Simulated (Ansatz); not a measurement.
The cluster Sn₅⁻, relaxed as a doublet with UKS PBE-D4/def2-SVPD in Ansatz, starting from the GFN1-xTB geometry. Force threshold 0.02 eV/Å.

In the def2 sets Sn takes a core potential; there is no spin–orbit coupling. Another isomer (doublet) lies 1.50 eV lower at PBE0-D4/def2-TZVPD; other spin states weren't run for this one.

Start:

Cartesian coordinates in Å:
```
Sn -1.205 -0.403 0.573
Sn -3.477 -1.044 1.681
Sn 0.776 1.626 0.272
Sn 2.923 0.921 -1.399
Sn 0.983 -1.100 -1.127
```

```csv
step,energy (eV),largest force component (eV/Å),SCF passes
1,-29162.7953,0.688,40
2,-29162.8251,0.188,31
3,-29162.8389,0.035,26
4,-29162.8391,0.006,31
```

Force components are those of the run's own axes.

End:

Cartesian coordinates in Å:
```
Sn -1.224 -0.402 0.584
Sn -3.569 -1.080 1.721
Sn 0.812 1.633 0.255
Sn 2.972 0.931 -1.426
Sn 1.009 -1.082 -1.134
```

By distances, no bond broke or formed. The bond that changes most is Sn1–Sn2, from 2.61 to 2.69 Å (atoms count from 1).

No frequencies were taken in this run, so the end may be a saddle point.

It took 28 s on 4 threads of Arm Neoverse N1 on a shared host.
